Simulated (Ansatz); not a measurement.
Two isomers of C2H9BOSi: A = `CCBO[SiH3]`, B = `BOC[SiH2]C`.

Program: Ansatz. Geometries: PBE0-D4/def2-TZVP. ΔE: electronic, gas phase. CCSD(T)/CBS is the MP2 limit (def2-TZVPP, def2-QZVPP) plus CCSD(T) − MP2 in def2-TZVPP, frozen cores. DFT in def2-TZVPP. B3LYP here is the variant with VWN-RPA as its local correlation; programs differ in this. Each species was taken in one conformer, which may not be the lowest.

A:

Z-matrix (Å, degrees):
```
C
C 1 1.525
H 1 1.093 2 111.3
H 1 1.092 2 112.0 3 -120.2
H 1 1.093 2 111.2 3 119.3
B 2 1.563 1 115.4 3 -64.9
H 2 1.102 1 109.3 3 177.0
H 2 1.096 1 111.5 3 61.8
O 6 1.356 2 120.1 1 154.8
H 6 1.209 2 121.6 1 -27.1
Si 9 1.652 6 132.1 2 177.6
H 11 1.483 9 108.3 6 -119.5
H 11 1.483 9 108.2 6 121.6
H 11 1.486 9 110.5 6 1.1
```

B:

```xyz
14

B     1.0813   -1.7371    1.5731
O     0.0675   -1.0235    1.0657
C    -0.2541   -1.0363   -0.3243
Si    0.0628    0.6733   -1.0764
C    -0.8966    1.9859   -0.1616
H     1.7421   -2.4444    0.8584
H     1.2797   -1.6306    2.7484
H     0.3267   -1.8069   -0.8445
H    -1.3124   -1.3003   -0.4191
H    -0.3377    0.6086   -2.5107
H     1.5255    0.9438   -1.0033
H    -1.9723    1.8164   -0.2508
H    -0.6755    2.9807   -0.5542
H    -0.6369    1.9703    0.8993
```

**Question.** Which is lower in electronic energy at CCSD(T)/CBS, and by how much? (An estimate is asked.)

**Answer.** Computed: A, by 35.0 kcal/mol.

**Question.** Give E(B) − E(A) in kcal/mol with CCSD(T)/def2-TZVPP, CCSD(T)/def2-SVP, B3LYP-D4, r2SCAN-D4, PBE-D4, ωB97M-V, B3LYP. (Best estimate.)

**Answer.** The calculation gave: CCSD(T)/def2-TZVPP 34.7, CCSD(T)/def2-SVP 33.9, B3LYP-D4 33.5, r2SCAN-D4 33.9, PBE-D4 30.8, ωB97M-V 33.9, B3LYP 34.3. None reverses the order clearly.

**Question.** Does the order hold for the free energy at 298.15 K (harmonic terms from PBE0-D4)? (An estimate is asked.)

**Answer.** Ansatz gave: Yes: G(B) − G(A) = +35.5 kcal/mol, for one conformer each. Modes under 60 cm⁻¹, often nearly free rotors, make the harmonic entropy too high.

Largest T1 diagnostic: 0.013.

In def2-TZVPP, CCSD(T) changes the Hartree–Fock value by −4.5 kcal/mol (the triples alone add −0.9 kcal/mol) and MP2 by −3.2 kcal/mol. Leaving LDA and LC-ωPBE aside and taking each functional with its dispersion term where it has one, the values, not all of them listed here, spread over 5.6 kcal/mol, from revPBE-D4 to BHLYP-D4.
